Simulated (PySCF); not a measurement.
H4MgN2. Atoms are numbered in the order given.

```xyz
7

Mg     0.0000     0.0000     0.0000
N      0.0000     0.0000    -1.8899
H      0.5751     0.5751    -2.4887
H     -0.5751    -0.5751    -2.4887
N      0.0000     0.0000     1.8899
H      0.5751    -0.5751     2.4887
H     -0.5751     0.5751     2.4887
```

The structure is a stationary point at B3LYP-D3(BJ)/def2-TZVP. One conformer was computed; it need not be the lowest.

Method: B3LYP-D3(BJ)/def2-TZVP (PySCF 2.14.0).

Frequencies are harmonic and unscaled.

Modes within 1.5 cm⁻¹ of each other (mostly degenerate sets) share a row, with their intensities summed.

Computed normal modes with their intensities:
```csv
mode,ν (cm⁻¹),IR (km/mol),Raman (Å⁴/amu),depolarisation,moving atoms (share of kinetic energy)
1–2,139,76.3,0.6,0.75,"Mg 53 %, N 31 %, H 16 %"
3,179,0.0,14.9,0.75,H 100 %
4–5,298,243.3,49.0,0.75,"H 84 %, N 16 %"
6–7,535,136.4,3.3,0.75,"H 80 %, N 16 %"
8,550,0.0,19.4,0.12,"N 87 %, H 13 %"
9,810,143.7,0.9,0.75,"Mg 57 %, N 37 %"
10,1561,43.5,0.1,0.75,"H 91 %, N 9 %"
11,1564,0.0,9.3,0.08,"H 92 %, N 8 %"
12–13,3542,3.2,323.0,0.75,H 96 %
14–15,3617,12.4,172.3,0.75,"H 92 %, N 8 %"
```
